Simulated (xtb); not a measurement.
C5H9O2 (SMILES [CH2]C(C)OC(C)=O), doublet, from a rough starting geometry; xtb with GFN2-xTB.

Here is a job for xtb.
```
$ xtb mol.xyz --gfn 2 --uhf 1 --opt vtight --json

# file mol.xyz
16

C     -1.65788663    -1.01549040    -0.85437905
C     -1.00254101    -0.14856671     0.16166808
C     -1.73123444     1.16298958     0.43712784
O      0.35069405     0.11573381    -0.30022141
C      1.39774184    -0.31436555     0.43688902
C      2.65698091    -0.05959728    -0.19464653
O      1.19538685    -0.87242575     1.56180894
H     -1.14198174    -1.78070153    -1.31143271
H     -2.71281912    -0.74938571    -1.18816949
H     -0.87174696    -0.68775074     1.04133156
H     -1.75928736     1.74811606    -0.54143039
H     -2.65920027     0.98198045     0.77704735
H     -1.09333317     1.73487722     1.10823251
H      3.05543089    -1.05319288    -0.62075391
H      2.62666915     0.67611351    -0.98144616
H      3.38512855     0.27116494     0.58499616
```

What the program printed (banner, timings and long lists left out):

```
   ID    Z sym.   atoms
    1    6 C      1-3, 5, 6
    2    8 O      4, 7
    3    1 H      8-16

           -------------------------------------------------
          |                Calculation Setup                |
           -------------------------------------------------

           -------------------------------------------------
          |                 G F N 2 - x T B                 |
           -------------------------------------------------

          ...................................................
          :                      SETUP                      :
          :.................................................:
          :  # basis functions                  37          :
          :  # atomic orbitals                  37          :
          :  # shells                           23          :
          :  # electrons                        41          :
          :  max. iterations                   250          :
          :  Hamiltonian                  GFN2-xTB          :
          :  restarted?                      false          :
          :  GBSA solvation                  false          :
          :  PC potential                    false          :
          :  electronic temp.          300.0000000     K    :
          :  accuracy                    1.0000000          :
          :  -> integral cutoff          0.2500000E+02      :
          :  -> integral neglect         0.1000000E-07      :
          :  -> SCF convergence          0.1000000E-05 Eh   :
          :  -> wf. convergence          0.1000000E-03 e    :
          :  Broyden damping             0.4000000          :
          :  net charge                          0          :
          :  unpaired electrons                  1          :
          ...................................................

 iter      E             dE          RMSdq      gap      omega  full diag
   1    -23.5148961 -0.235149E+02  0.431E+00    3.06       0.0  T
   2    -23.5810122 -0.661162E-01  0.226E+00    2.15       1.0  T
   3    -23.5872796 -0.626737E-02  0.137E+00    2.60       1.0  T
   4    -23.5914425 -0.416295E-02  0.191E-01    2.24       1.0  T
   5    -23.5916884 -0.245809E-03  0.769E-02    2.25       1.0  T
   6    -23.5916972 -0.879928E-05  0.366E-02    2.27       1.0  T
   7    -23.5916990 -0.185877E-05  0.881E-03    2.27       2.8  T
   8    -23.5916992 -0.219973E-06  0.211E-03    2.26      11.8  T
   9    -23.5916992 -0.834263E-08  0.105E-03    2.26      23.8  T
  10    -23.5916992 -0.295399E-08  0.227E-04    2.26     110.2  T
  11    -23.5916992 -0.253230E-09  0.848E-05    2.26     294.8  T

   *** convergence criteria satisfied after 11 iterations ***

         :::::::::::::::::::::::::::::::::::::::::::::::::::::
         ::                     SUMMARY                     ::
         :::::::::::::::::::::::::::::::::::::::::::::::::::::
         :: total energy             -23.329334211229 Eh    ::
         :: gradient norm              0.212306560160 Eh/a0 ::
         :: HOMO-LUMO gap              2.263584651696 eV    ::
         ::.................................................::
         :: SCC energy               -23.591673092302 Eh    ::
         :: -> isotropic ES            0.052906790604 Eh    ::
         :: -> anisotropic ES          0.000849650299 Eh    ::
         :: -> anisotropic XC          0.007669508657 Eh    ::
         :: -> dispersion             -0.008902800170 Eh    ::
         :: repulsion energy           0.262338881073 Eh    ::
         :: add. restraining           0.000000000000 Eh    ::
         :: total charge               0.000000000000 e     ::
         :::::::::::::::::::::::::::::::::::::::::::::::::::::

      -----------------------------------------------------------
     |                   =====================                   |
     |                        A N C O P T                        |
     |                   =====================                   |
[...]
 * total energy  :   -23.3547460 Eh     change       -0.1289993E-05 Eh
 * total energy  :   -23.3547473 Eh     change       -0.1277828E-05 Eh
 * total energy  :   -23.3547483 Eh     change       -0.9590718E-06 Eh
 * total energy  :   -23.3547493 Eh     change       -0.1042685E-05 Eh
 * total energy  :   -23.3547505 Eh     change       -0.1202512E-05 Eh
 * total energy  :   -23.3547519 Eh     change       -0.1377516E-05 Eh
 * total energy  :   -23.3547527 Eh     change       -0.8562722E-06 Eh
 * total energy  :   -23.3547530 Eh     change       -0.2239254E-06 Eh
 * total energy  :   -23.3547533 Eh     change       -0.2922966E-06 Eh
 * total energy  :   -23.3547534 Eh     change       -0.1503020E-06 Eh
 * total energy  :   -23.3547536 Eh     change       -0.1700451E-06 Eh
 * total energy  :   -23.3547537 Eh     change       -0.9483074E-07 Eh
   *** GEOMETRY OPTIMIZATION CONVERGED AFTER 36 ITERATIONS ***
         :: total energy             -23.354753667980 Eh    ::
[...]
        31                          0.2065367               5.6202
        32                          0.2155082               5.8643
       ...                                ...                  ...
        37                          0.6530257              17.7697
      -------------------------------------------------------------
                  HL-Gap            0.1005771 Eh            2.7368 eV
             Fermi-level           -0.3256976 Eh           -8.8627 eV

     #   Z          covCN         q      C6AA      α(0)
     1   6 C        2.836    -0.121    31.072     9.135
     2   6 C        3.742     0.124    18.629     6.158
     3   6 C        3.753    -0.114    22.735     6.799
     4   8 O        1.703    -0.271    18.487     5.805
     5   6 C        2.708     0.364    20.827     7.470
     6   6 C        3.753    -0.146    23.374     6.894
     7   8 O        0.856    -0.415    21.983     6.286
     8   1 H        0.926     0.056     2.245     2.343
     9   1 H        0.927     0.054     2.272     2.357
    10   1 H        0.922     0.076     2.020     2.223
    11   1 H        0.925     0.055     2.257     2.349
    12   1 H        0.925     0.054     2.271     2.357
    13   1 H        0.925     0.054     2.271     2.356
    14   1 H        0.925     0.080     1.978     2.199
    15   1 H        0.925     0.072     2.063     2.246
    16   1 H        0.925     0.077     2.010     2.217

 Mol. C6AA /au·bohr⁶  :       2126.893180
 Mol. C8AA /au·bohr⁸  :      46263.036492
 Mol. α(0) /au        :         69.194286

Wiberg/Mayer (AO) data.
largest (>0.10) Wiberg bond orders for each atom

 ---------------------------------------------------------------------------
     #   Z sym  total        # sym  WBO       # sym  WBO       # sym  WBO
 ---------------------------------------------------------------------------
     1   6 C    3.204 --     2 C    1.098     9 H    0.982     8 H    0.981
     2   6 C    3.927 --     1 C    1.098     3 C    0.985    10 H    0.902
                             4 O    0.902
     3   6 C    3.992 --    11 H    0.986    13 H    0.986     2 C    0.985
                            12 H    0.983
     4   8 O    2.312 --     5 C    1.147     2 C    0.902     7 O    0.174
     5   6 C    3.918 --     7 O    1.742     4 O    1.147     6 C    0.983
     6   6 C    3.991 --     5 C    0.983    15 H    0.980    16 H    0.975
                            14 H    0.956
     7   8 O    2.044 --     5 C    1.742     4 O    0.174
     8   1 H    0.997 --     1 C    0.981
     9   1 H    0.996 --     1 C    0.982
    10   1 H    0.991 --     2 C    0.902
    11   1 H    0.997 --     3 C    0.986
    12   1 H    0.997 --     3 C    0.983
    13   1 H    0.997 --     3 C    0.986
    14   1 H    0.994 --     6 C    0.956
    15   1 H    0.995 --     6 C    0.980
    16   1 H    0.994 --     6 C    0.975
 ---------------------------------------------------------------------------

Topologies differ in total number of bonds
Writing topology from bond orders to xtbtopo.mol

molecular dipole:
                 x           y           z       tot (Debye)
 q only:       -0.187       0.248      -0.681
   full:       -0.123       0.251      -0.754       2.043
molecular quadrupole (traceless):
                xx          xy          yy          xz          yz          zz
 q only:        6.643       0.224      -0.344      -3.720       1.839      -6.299
  q+dip:        6.355      -0.202       0.550      -3.878       2.403      -6.905
   full:        6.361      -0.075       1.115      -4.140       2.398      -7.476

optimized geometry written to: xtbopt.xyz

           -------------------------------------------------
          | TOTAL ENERGY              -23.354753667980 Eh   |
          | GRADIENT NORM               0.000090424018 Eh/α |
          | HOMO-LUMO GAP               2.736842543837 eV   |
           -------------------------------------------------

normal termination of xtb
```
